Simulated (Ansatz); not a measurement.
Constitutional and geometric isomers with formula C2H2S. Isolated molecules, 0 K electronic values unless said otherwise. Strings in code marks are SMILES.

Quantity: electronic energy of isomers of C2H2S relative to `C=C=S`, in kcal/mol.

Case: `C#CS`. Geometry of `C#CS` (neutral, multiplicity 1, Å):

```xyz
5

C      1.2407     0.1044    -0.1834
C      0.0833    -0.1928    -0.3270
S     -1.4889    -0.7399    -0.5486
H      2.2605     0.3798    -0.0544
H     -2.0956     0.4486    -0.3741
```

Question: Give the electronic energy of isomers of C2H2S relative to `C=C=S` at the level frozen-core CCSD(T)/cc-pVTZ // PBE0-D3(BJ)/def2-TZVP (Ansatz, a program for electronic structure).

Answer: 16.2 kcal/mol.
